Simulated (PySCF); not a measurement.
**Gas-phase thermal properties of SbF5**

Method: PySCF energies plus ideal-gas RRHO corrections (1 bar). All species are closed-shell singlets. Sb: scalar-relativistic def2 core potential, no spin-orbit coupling. The harmonic model lacks anharmonicity and excited electronic states, which grow with temperature; levels with a mode under 35 cm⁻¹ are left out. Soft modes under 120 cm⁻¹ make the harmonic entropy rough for SbF5.

```json
[
 {"level": "PBE/def2-SVP", "point group": "D3h", "σ": "6", "ZPE (kJ/mol)": "27.5", "S°298 (J/mol/K)": "356.0", "Cp298 (J/mol/K)": "106.4", "S°1000 (J/mol/K)": "502.7", "H1000 − H298 (kJ/mol)": "86.6"},
 {"level": "PBE0/def2-TZVP", "point group": "D3h", "σ": "6", "ZPE (kJ/mol)": "30.1", "S°298 (J/mol/K)": "345.9", "Cp298 (J/mol/K)": "103.3", "S°1000 (J/mol/K)": "490.6", "H1000 − H298 (kJ/mol)": "85.6"}
]
```
σ: rotational symmetry number. Electronic degeneracy used: 1. Frequencies are unscaled.
